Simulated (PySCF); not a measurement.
C₆H₁₁OSi (doublet state).
Cartesian coordinates in Å at the GFN2-xTB level; atoms count from 1:
```
atom  x, y, z in Å
C1     0.7783   -1.5612   -1.5475
C2     0.9074   -0.7441   -0.5056
O3     2.1327   -0.2823   -0.1864
Si4    2.8333    0.4689    1.0752
C5    -0.2005   -0.2441    0.3690
C6    -1.6499   -0.7126    0.1600
C7    -2.1206    0.7447    0.2694
C8    -0.6661    1.2095    0.1200
H9     1.6402   -1.8567   -2.1178
H10   -0.1703   -1.9557   -1.8525
H11    2.1580    1.6988    1.4717
H12    4.1893    0.5873    0.5814
H13    0.1188   -0.3764    1.4092
H14   -1.8236   -1.1268   -0.8287
H15   -2.0342   -1.4038    0.9068
H16   -2.5358    0.9800    1.2473
H17   -2.8128    1.0829   -0.4986
H18   -0.3221    1.9581    0.8307
H19   -0.4319    1.5426   -0.8897
```

The hyperfine couplings belong to this conformer and change with its torsions.

As a line formula: `C=C(O[SiH2])C1CCC1` [radical].

Method used: PySCF 2.14.0, UKS B3LYP, pcH-1 on C H O Si, non-relativistic, mean-field spin-orbit, GIAO. One conformer (not necessarily the lowest) at the GFN2-xTB geometry, without solvent, vibrations or thermal averaging. A GFN2-xTB geometry isn't a minimum of the functional, and hyperfine couplings can be far from their values at a DFT geometry, by a factor of two or more for some ions and for spin on atoms past the first row. Stability of the SCF solution: not tested.

Mulliken spin populations: C1 +0.079, C2 -0.040, O3 +0.066, Si4 +0.838, C5 +0.003, C6 -0.001, C7 0.000, C8 -0.002, H9 -0.003, H10 -0.003, H11 +0.041, H12 +0.025, H13 -0.005, H14 +0.001, H15 0.000, H16 0.000, H17 0.000, H18 0.000, H19 0.000.

Problem. Give the computed dipolar 1H tensors of H9, H10, H13, H14, H15, H16, H17, H18, H19.

Solution. 
| atom | position | distance from Si4 (Å) | T1 (MHz) | T2 | T3 |
| --- | --- | --- | --- | --- | --- |
| H9 | 4 bonds from Si4 | 4.13 | -1.36 | -0.73 | 2.09 |
| H10 | 4 bonds from Si4 | 4.84 | -3.06 | -0.46 | 3.51 |
| H13 | 4 bonds from Si4 | 2.86 | -3.54 | -2.30 | 5.84 |
| H14 | 5 bonds from Si4 | 5.28 | -0.59 | -0.37 | 0.96 |
| H15 | 5 bonds from Si4 | 5.22 | -0.58 | -0.45 | 1.04 |
| H16 | 6 bonds from Si4 | 5.40 | -0.46 | -0.42 | 0.88 |
| H17 | 6 bonds from Si4 | 5.89 | -0.35 | -0.31 | 0.66 |
| H18 | 5 bonds from Si4 | 3.50 | -1.36 | -1.15 | 2.51 |
| H19 | 5 bonds from Si4 | 3.96 | -1.00 | -0.69 | 1.69 |

Problem. Estimate them with point dipoles: put each population ρk at its nucleus, leave out the nucleus itself and the atom bound to it, and sum T = Σ [ρk/(2S)]·C·(3 n nᵀ − 1)/r³ with C = μ0 gₑ μB g_N μN/(4π h) = 79.06 MHz Å³.

Solution. 
```csv
atom,T1 (MHz),T2,T3,"T3, computed",difference in T3 (%)
H9,-1.45,-0.92,2.36,2.09,+13
H10,-0.48,-0.38,0.86,3.51,-76
H13,-3.24,-2.97,6.22,5.84,+6
H14,-0.69,-0.40,1.09,0.96,+14
H15,-0.57,-0.44,1.01,1.04,-3
H16,-0.50,-0.44,0.94,0.88,+6
H17,-0.40,-0.33,0.73,0.66,+10
H18,-1.88,-1.68,3.56,2.51,+42
H19,-1.31,-1.06,2.38,1.69,+41
```

In T3 the estimate is closest for H15 (-3 %, 5.22 Å from Si4) and worst for H10 (-76 %, 4.84 Å).

Problem. If all the spin sat on Si4, T∥ = 2C/r³. What distance does the computed T3 of H10 then imply?

Solution. r = (2 × 79.06/3.51)^(1/3) = 3.56 Å, against 4.84 Å in the structure.

On Arm Neoverse V2, one thread, no GPU, shared host, this took 1.8 min of wall time (with the writing of density and orbital grids) and 1.1 GiB of memory at its peak.
